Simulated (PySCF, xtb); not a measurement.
FH12N3Si4, SMILES F[Si](N[SiH3])(N[SiH3])N[SiH3]. The values are those of a single conformer.

Harmonic wavenumbers (cm⁻¹) from GFN2-xTB (xtb 6.7.1) at its own minimum, in rising order: 27, 37, 43, 50, 76, 82, 87, 121, 140, 168, 196, 211, 246, 277, 318, 323, 341, 552, 568, 573, 578, 596, 600, 672, 744, 751, 755, 763, 768, 787, 797, 798, 801, 820, 827, 839, 990, 1004, 1015, 1193, 1198, 1203, 2203, 2218, 2220, 2236, 2238, 2239, 2241, 2248, 2250, 3495, 3506, 3517.

### Question
What does PySCF with B3LYP-D3(BJ)/def2-SVP give at its own minimum? (The exact figures need the calculation; the answer reports its results.)

### Answer
20, 33, 54, 62, 97, 104, 111, 135, 160, 215, 238, 294, 335, 367, 385, 426, 434, 574, 647, 670, 714, 719, 723, 766, 778, 829, 882, 918, 926, 936, 940, 948, 952, 967, 969, 975, 1002, 1007, 1013, 1178, 1188, 1192, 2204, 2206, 2214, 2214, 2219, 2222, 2225, 2249, 2255, 3587, 3588, 3591. Paired by order, the mean absolute difference is 63 cm⁻¹ and the zero-point energies are 76.5 and 81.0 kcal/mol.
